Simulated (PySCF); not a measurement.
Platinum: a sound run and one with changed settings

Sound run: Pt⁺ [Xe] 4f14 5d9, Pt²⁺ [Xe] 4f14 5d8. Computed with PySCF 2.14 in def2-TZVP with the def2 core potential (60 electrons) (6s4p3d1f, 40 functions), with scalar relativity through the core potential. In the sound run the correlated levels freeze 5s2 5p6 outside the core potential. The sound run starts from symmetry-adapted Hartree-Fock orbitals and uses a fine grid where one is needed.

Changed run: initial guess 1e, at most 50 SCF cycles.

```csv
species,method,sound run (hartree),changed run (hartree),converged
Pt⁺,UHF,-118.11924,-118.11672,yes
Pt⁺,MN15,-118.73363,-118.73363,yes
Pt⁺,PBE,-118.95799,-118.95799,yes
Pt⁺,MP2,-118.30820,-118.30707,yes
Pt²⁺,UHF,-117.49727,-117.49727,yes
Pt²⁺,MN15,-118.02405,-118.02405,yes
Pt²⁺,PBE,-118.25456,-118.25456,yes
Pt²⁺,MP2,-117.63151,-117.63151,yes
```

Ionisation energy of Pt⁺:

```json
{"method": "UHF", "sound run (eV)": "16.924", "changed run (eV)": "16.856"}
{"method": "MN15", "sound run (eV)": "19.309", "changed run (eV)": "19.309"}
{"method": "PBE", "sound run (eV)": "19.141", "changed run (eV)": "19.141"}
{"method": "MP2", "sound run (eV)": "18.414", "changed run (eV)": "18.383"}
{"method": "SCS-MP2", "sound run (eV)": "18.305", "changed run (eV)": "18.284"}
```

A plain start with occupations fixed only by D2h representation lets s and d (or p and f) orbitals of one representation trade places, so the SCF can reach the same state, another state or none.

For comparison, NIST gives 18.56 ± 0.12 eV between the lowest levels.
